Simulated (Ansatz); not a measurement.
Consider the redistribution: `F[SiH2]N[SiH2][SiH3]` + `BO[SiH2]B` → `B[SiH2]O[SiH2]F` + `BN[SiH2][SiH3]`.

Isolated molecules relaxed with PBE0-D4/def2-TZVP in Ansatz; ΔE leaves out vibrations. CCSD(T)/CBS is the MP2 limit (def2-TZVPP, def2-QZVPP) plus CCSD(T) − MP2 in def2-TZVPP, frozen cores. Functionals use def2-TZVPP. B3LYP here is the variant with VWN-RPA as its local correlation; programs differ in this. One conformer a species, not always the lowest.

```
         level  ΔE (eV)
        PBE-D4    -0.49
      B3LYP-D4    -0.52
       ωB97M-V    -0.51
           PBE    -0.49
         B3LYP    -0.52
 HF/def2-TZVPP    -0.54
MP2/def2-QZVPP    -0.52
CCSD/CBS(def2)    -0.53
```

Task: What does CCSD(T)/CBS give? (An estimate is asked.)

Result: Computed: -0.52 eV. The listed levels differ from it by 0.03, 0.00, 0.01, 0.03, 0.00, -0.02, 0.00, -0.01 eV.

Largest T1 diagnostic among the species: 0.013.
